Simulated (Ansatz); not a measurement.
[CuBr2]- (CuBr2⁻). Charge -1, multiplicity 1. Geometry PBE-D4/def2-TZVPD, basis def2-TZVPD, Ansatz.

```xyz
3

Cu   -0.0002    0.0000    0.0001
Br   -1.9700    0.6492   -0.9286
Br    1.9702   -0.6492    0.9285
```

```json
{"run": "A", "HOMO (eV)": "-0.88", "LUMO (eV)": "2.64"}
{"run": "B", "HOMO (eV)": "-1.68", "LUMO (eV)": "3.24"}
{"run": "C", "HOMO (eV)": "-2.63", "LUMO (eV)": "3.44"}
{"run": "D", "HOMO (eV)": "-3.85", "LUMO (eV)": "3.57"}
{"run": "E", "HOMO (eV)": "-5.71", "LUMO (eV)": "4.27"}
{"run": "F", "HOMO (eV)": "-1.00", "LUMO (eV)": "3.07"}
```

Task: The runs used CAM-B3LYP, HF, PBE, r2SCAN, r2SCAN0, r2SCANh. Estimate which is which.

Result: A PBE (0 % exact exchange); B r2SCANh (10 % exact exchange); C r2SCAN0 (25 % exact exchange); D CAM-B3LYP (range-separated); E HF (100 % exact exchange); F r2SCAN (0 % exact exchange). Exact exchange lowers occupied and raises empty levels; among semilocal functionals meta-GGAs tend to open the gap a little, and such runs are hard to tell apart. The gap grows from 3.51 eV (PBE) to 9.99 eV (HF).
